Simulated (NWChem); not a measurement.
C$_{3}$H$_{2}$F$_{2}$; SMILES FC=C=CF

Results from NWChem. Geometry: optimised at PBE0/def2-SVP. Level: PBE0/def2-SVP with COSMO at NWChem's default radii, gas-phase geometry; rows give the dielectric constant.

| dielectric constant | electrostatic solvation energy (kcal/mol) | dipole in solution (D) |
|---|---|---|
| 2.4 | -1.6 | 1.81 |
| 3.9 | -2.1 | 1.86 |
| 7.6 | -2.5 | 1.91 |
| 25.0 | -2.8 | 1.94 |
| 78.4 | -2.9 | 1.95 |
